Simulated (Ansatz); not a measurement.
```yaml
crystal:
  periodic: [false, false, false]
  atoms:
    - {symbol: C, position_ang: [1.399248, -0.645141, -1.656979]}
    - {symbol: C, position_ang: [1.044971, -0.625952, -0.616722]}
    - {symbol: Ga, position_ang: [0.104904, 0.010885, -0.396848]}
    - {symbol: O, position_ang: [-0.948925, -0.276781, -0.972881]}
    - {symbol: C, position_ang: [-1.573645, -0.169897, -1.195465]}
    - {symbol: N, position_ang: [-0.189158, 0.311345, 0.813647]}
    - {symbol: C, position_ang: [0.413463, 0.478102, 1.629132]}
    - {symbol: C, position_ang: [-0.732450, 0.311288, 1.511199]}
    - {symbol: H, position_ang: [0.795920, -1.392934, -1.757677]}
    - {symbol: H, position_ang: [1.982802, -0.928294, -1.549137]}
    - {symbol: H, position_ang: [0.950053, -0.042990, -1.713308]}
    - {symbol: H, position_ang: [1.500985, -0.986406, -0.104836]}
    - {symbol: H, position_ang: [1.715151, 0.172353, -0.552991]}
    - {symbol: H, position_ang: [-1.767009, -0.520628, -0.411523]}
    - {symbol: H, position_ang: [-1.879997, -0.243514, -1.414926]}
    - {symbol: H, position_ang: [-1.784802, 0.362943, -0.638349]}
    - {symbol: H, position_ang: [0.563906, 0.025146, 2.017994]}
    - {symbol: H, position_ang: [1.141461, 0.276812, 1.332953]}
    - {symbol: H, position_ang: [0.629582, 1.076074, 1.595840]}
    - {symbol: H, position_ang: [-1.076249, 1.450371, 1.226488]}
    - {symbol: H, position_ang: [-1.080962, 0.153095, 1.719383]}
    - {symbol: H, position_ang: [-1.615488, 0.540369, 0.702333]}
basis:
  gaussian: {orbitals: def2-TZVPP}
hamiltonian: {xc: {name: PBE0}}
```

```sh
$ ansatz run in.yaml --threads 2 --pin off --events-out ev --progress --plain --max-ram 22528MiB --backend cuda --devices 0, --max-vram 18GiB
```

Output, abridged:

```
Functional definition: PBE0
2445 factors; their error is unknown
mean field evaluation 1: about -60899.0038 eV, gradient 2.7e2 eV
mean field evaluation 2: about -60614.7009 eV, gradient 4.4e2 eV
mean field evaluation 4: about -60967.3109 eV, gradient 1.4e2 eV
mean field evaluation 8: about -61008.6003 eV, gradient 5.3e0 eV
mean field evaluation 16: about -61008.9074 eV, gradient 4.7e-1 eV
mean field -61008.90762415 eV, -2242.0360018645 hartree, gradient 4.3e-5 eV, S^2 0.000000; 0 other end points of the search recorded, 0 dependent functions left out
reference -61008.90765812 eV, -2242.0360031130 hartree; 45, 45 occupied and 416, 416 virtual orbitals, 2445 factors
Total energy: -61008.90765812 eV, -2242.0360031130 hartree
```

Something in this input is off. What?

The geometry is squeezed to about two thirds of its size. The calculation finished and met its thresholds. The result belongs to that input, not to the molecule as meant.
